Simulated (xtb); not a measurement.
C3H6N2Si, SMILES N#CC/C=N/[SiH3]. All values are semi-empirical tight-binding results from xtb (GFN2-xTB unless named), good for trends rather than for accurate numbers. Coordinates come from a GFN2-xTB optimisation. The structure was generated by enumeration; whether it is a known compound was not checked. The values are those of a single conformer.

Computed properties:
orbital gap: 2.97 eV
dipole moment: 3.13 D
zero-point energy: 49.9 kcal/mol
G − E(el) at 298.15 K (modified RRHO): 29.5 kcal/mol
static polarisability (D4 model): 75.7 bohr³
solvation energy, GFN2-xTB/ALPB(water): -5.7 kcal/mol
solvation energy, GFN2-xTB/ALPB(acetonitrile): -6.6 kcal/mol
